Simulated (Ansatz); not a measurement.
Bi8O17H10⁻. The state is a doublet with charge -1. Geometry PBE-D4/def2-SVP, that of the neutral singlet; atoms count from 1.

```tsv
atom	x (Å)	y (Å)	z (Å)
Bi1	-1.706	0.864	0.043
Bi2	2.346	0.155	0.982
Bi3	0.020	-2.058	-1.531
Bi4	1.417	3.033	-1.111
Bi5	-0.608	-2.242	2.259
Bi6	0.096	2.836	2.857
Bi7	-0.801	0.973	-3.382
Bi8	2.570	-0.103	-2.612
O9	-3.429	-0.513	0.617
O10	-0.537	2.291	-1.648
O11	-3.202	2.169	-0.758
O12	-1.619	-0.372	-1.926
O13	0.645	-0.624	-3.510
O14	1.453	2.067	-3.404
O15	-1.555	-2.165	0.282
O16	-1.725	1.806	2.518
O17	-2.084	-0.735	2.907
O18	2.399	-2.290	-2.083
O19	0.946	-3.035	0.530
O20	2.929	1.517	-1.006
O21	1.040	-0.247	-0.816
O22	1.215	1.363	3.834
O23	0.897	2.368	0.914
O24	0.723	-0.624	2.230
O25	3.324	-1.731	0.409
H26	-4.237	-0.276	0.122
H27	-2.641	2.835	-1.207
H28	1.869	2.472	-4.192
H29	-2.459	-1.657	0.284
H30	-1.762	0.818	2.837
H31	-2.861	-0.728	2.278
H32	2.862	-2.273	-1.186
H33	0.959	-4.008	0.439
H34	0.932	0.486	3.405
H35	2.585	-2.371	0.625
```

In the def2 sets Bi takes a core potential; there is no spin–orbit coupling. Single mean-field runs in def2-SVP are fitted with def2-universal-jkfit. The highest occupied level of the charge -1 doublet lies above zero (up to 0.82 eV). By energy differences its removal costs 0.35 eV (vertical, to the charge 0 singlet, at PBE0-D4/def2-SVP); self-interaction error and the lack of diffuse functions both raise the level.

(1) Estimate the Mulliken populations of the heavy atoms from the PBE0/def2-SVP orbitals of Ansatz.

(2) Where does the spin sit?

(3) And the Mayer bond orders between bonded heavy atoms (over 0.3)?

Answers

(1) 
```tsv
atom	charge (e)	spin (α − β)
Bi1	1.15	0.00
Bi2	1.20	0.01
Bi3	1.17	0.07
Bi4	0.95	0.31
Bi5	1.11	0.00
Bi6	0.91	0.25
Bi7	1.05	0.09
Bi8	0.97	0.28
O9	-0.59	0.00
O10	-0.80	-0.01
O11	-0.57	0.00
O12	-0.79	0.00
O13	-0.76	0.00
O14	-0.58	-0.01
O15	-0.64	0.00
O16	-0.63	0.01
O17	-0.61	0.00
O18	-0.61	0.01
O19	-0.59	0.00
O20	-0.76	0.01
O21	-0.78	-0.01
O22	-0.60	0.00
O23	-0.78	-0.03
O24	-0.82	0.00
O25	-0.61	0.00
```
Mulliken values and Mayer orders depend strongly on the basis.

(2) Summed by element: Bi 1.01, O -0.03, H 0.02, of 1 unpaired in all. Largest on single atoms: Bi4 0.31, Bi8 0.28, Bi6 0.25.

(3) Bi1–O9 0.53 (2.28 Å); Bi1–O11 0.89 (2.14 Å); Bi1–O12 0.47 (2.33 Å); Bi2–O20 0.37 (2.48 Å); Bi2–O21 0.52 (2.26 Å); Bi2–O24 0.59 (2.19 Å); Bi2–O25 0.77 (2.20 Å); Bi3–O12 0.45 (2.38 Å); Bi3–O13 0.35 (2.52 Å); Bi3–O15 0.33 (2.40 Å); Bi3–O18 0.42 (2.45 Å); Bi3–O19 0.36 (2.46 Å); Bi3–O21 0.64 (2.20 Å); Bi4–O10 0.68 (2.16 Å); Bi4–O14 0.31 (2.49 Å); Bi4–O20 0.80 (2.14 Å); Bi4–O23 0.59 (2.19 Å); Bi5–O15 0.67 (2.19 Å); Bi5–O17 0.72 (2.21 Å); Bi5–O19 0.38 (2.46 Å); Bi5–O24 0.87 (2.10 Å); Bi6–O16 0.82 (2.12 Å); Bi6–O22 0.95 (2.09 Å); Bi6–O23 0.72 (2.15 Å); Bi7–O10 0.69 (2.19 Å); Bi7–O12 0.79 (2.14 Å); Bi7–O13 0.75 (2.16 Å); Bi7–O14 0.32 (2.51 Å); Bi8–O13 0.63 (2.19 Å); Bi8–O18 0.59 (2.26 Å); Bi8–O20 0.52 (2.31 Å); Bi8–O21 0.41 (2.36 Å).
